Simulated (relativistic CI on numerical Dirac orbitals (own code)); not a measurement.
**Level scheme of Bi**

Computed by Dirac-Coulomb-Breit CI, KLI orbitals optimised for each configuration, model QED (radiative potential, 1s self-energy scaled to tabulated hydrogen-like ionisation energies), valence Slater integrals scaled by 0.85, P86 correlation estimate, and configurations built on the next ion tied to the tabulated ionisation energy (semi-empirical) (own radial code, finite nucleus).

Configurations in the expansion (outside the closed core [Xe] 4f14 5d10): 6s2 6p3, 6s2 6p2 7s, 6s2 6p2 7p, 6s2 6p2 6d, 6s2 6p2 8s, 6s2 6p2 7d, 6s2 6p2 6f, 6s2 6p2 7f, 6s 6p4, 6s2 6p2 8p, 6s2 6p2 5f, 6s2 6p 6d2, 6s2 6p2 8d, 6s2 6p2 5g, 6s2 6p2 8f. Levels of other configurations are missing.

The lowest level is 6s2 6p3 4S°_3/2, with 62 % of that term; Hund's rules for 6s2 6p3 give 4S° with J = 3/2, in agreement.

| No. | Configuration | Term | J | E (cm⁻¹) | % | Landé g |
| --- | --- | --- | --- | --- | --- | --- |
| 1 | 6s2 6p3 | 4S° | 3/2 | 0.0 | 62 | 1.685 |
| 2 | 6s2 6p3 | 2D° | 3/2 | 11991.1 | 62 | 1.200 |
| 3 | 6s2 6p3 | 2D° | 5/2 | 16513.0 | 100 | 1.201 |
| 4 | 6s2 6p3 | 2P° | 1/2 | 22580.6 | 99 | 0.666 |
| 5 | 6p2(3P) 7s | 4P | 1/2 | 31859.3 | 62 | 2.120 |
| 6 | 6s2 6p3 | 2P° | 3/2 | 34733.5 | 64 | 1.253 |
| 7 | 6p2(3P) 7p | 4D° | 1/2 | 40059.1 | 48 | 0.668 |
| 8 | 6p2(3P) 7p | 4D° | 3/2 | 41561.0 | 26 | 1.340 |
| 9 | 6p2(3P) 6d | 4F | 3/2 | 43196.0 | 39 | 0.811 |
| 10 | 6p2(3P) 6d | 4D | 5/2 | 43915.9 | 22 | 1.212 |
| 11 | 6p2(3P) 7s | 4P | 3/2 | 44107.0 | 89 | 1.680 |
| 12 | 6p2(3P) 7s | 2P | 1/2 | 45327.9 | 57 | 1.356 |
| 13 | 6p2(3P) 8s | 4P | 1/2 | 46830.0 | 49 | 1.906 |
| 14 | 6p2(3P) 7s | 4P | 5/2 | 48273.3 | 55 | 1.417 |
| 15 | 6p2(1D) 7s | 2D | 3/2 | 49342.7 | 36 | 1.006 |
| 16 | 6p2(3P) 8p | 4D° | 1/2 | 49422.1 | 47 | 0.667 |
| 17 | 6p2(3P) 8p | 4D° | 3/2 | 49912.9 | 24 | 1.334 |
| 18 | 6p2(3P) 7d | 4D | 5/2 | 50608.4 | 22 | 1.206 |
| 19 | 6p2(3P) 7d | 4F | 3/2 | 50627.7 | 33 | 0.832 |
| 20 | 6s2 6p2 5f | 2F° | 7/2 | 50668.3 | 23 | 1.143 |
| 21 | 6p2(3P) 5f | 4G° | 5/2 | 50669.8 | 36 | 0.857 |
| 22 | 6p2(3P) 7p | 2S° | 1/2 | 52738.2 | 36 | 1.480 |
| 23 | 6p2(3P) 7p | 4D° | 3/2 | 53430.5 | 59 | 1.269 |
| 24 | 6p2(3P) 8d | 4F | 3/2 | 53579.7 | 39 | 0.794 |
| 25 | 6p2(3P) 8d | 4D | 5/2 | 53664.5 | 21 | 1.202 |
| 26 | 6p2(3P) 6f | 4G° | 5/2 | 53804.4 | 36 | 0.859 |
| 27 | 6s2 6p2 6f | 2F° | 7/2 | 53805.4 | 23 | 1.143 |
| 28 | 6p2(3P) 7p | 4D° | 5/2 | 54156.8 | 63 | 1.404 |
| 29 | 6p2(3P) 5g | 4H | 7/2 | 54370.7 | 34 | 0.889 |
| 30 | 6s2 6p2 5g | 2G | 9/2 | 54370.7 | 24 | 1.111 |

Energies count from the lowest computed level; ° marks odd parity. Percentages are summed over parent terms; the parents shown are those of the largest component, closed shells are left out there.

The mean weight of the leading LS term, summed over parents, in these 30 levels is 46 %, and that of the leading jj configuration (from the same eigenvectors) 92 %, so jj coupling describes them better and the LS labels are nominal.

Configurations that consist of the next ion and one excited electron were tied to the tabulated ionisation energy; Rydberg ones are usually within 1,000 to 3,000 cm⁻¹ and the lowest ones within about 6,000 (9,000 in d shells), while levels on excited terms of the next ion carry the error of that term, and the other configurations can be misplaced by 10,000 cm⁻¹ or more. Rates follow the energies as ν³ (E1, M1) or ν⁵ (E2), so rates, branching and lifetimes can be off by large factors. The fine structure of a lone outer electron comes out too small, for d and f at times inverted, and misplaced configurations move strength between like terms. 12 of the 16 excited levels that our extract of the measured tables holds in this range could be paired (the sources list more); they are missed by 669 cm⁻¹ on average and 1569 at most, and levels without a partner can miss by more.

LS names give the leading component of a level, which can be under half, so a name can repeat, a term be missing and a line seem to break the LS rules.
